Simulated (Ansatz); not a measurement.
`FC(F)(F)[Si](Cl)(Cl)Cl`, relaxed with RKS PBE0-D4/def2-TZVP in the Gaussian-basis code of Ansatz from a PBE-D4/def2-SVP geometry. The force threshold is 0.005 eV/Å; the program also tests the step.

Charge 0, multiplicity 1.

Start:

```xyz
8

F    -0.133   -1.259    1.514
C     0.220   -0.056    1.006
F     1.545    0.116    1.219
F    -0.443    0.901    1.697
Si   -0.195    0.048   -0.888
Cl   -2.215   -0.226   -1.122
Cl    0.367    1.902   -1.566
Cl    0.853   -1.426   -1.859
```

Q: How much energy does the relaxation release, and in how many steps? (Estimate.)

A: Ansatz gave: 1.34 kcal/mol, in 4 steps.

Q: Which bonds change most? (Estimate.)

A: Computed: Si5–Cl6 from 2.052 to 2.018 Å; Si5–Cl7 from 2.052 to 2.018 Å; Si5–Cl8 from 2.052 to 2.018 Å; C2–F3 from 1.353 to 1.339 Å.

Q: Give the relaxed structure. (An estimate is asked.)

A: Ansatz gave: 
```xyz
8

F    -0.129   -1.244    1.499
C     0.217   -0.055    0.990
F     1.527    0.115    1.211
F    -0.436    0.888    1.683
Si   -0.195    0.049   -0.893
Cl   -2.183   -0.222   -1.108
Cl    0.361    1.874   -1.549
Cl    0.839   -1.405   -1.834
```
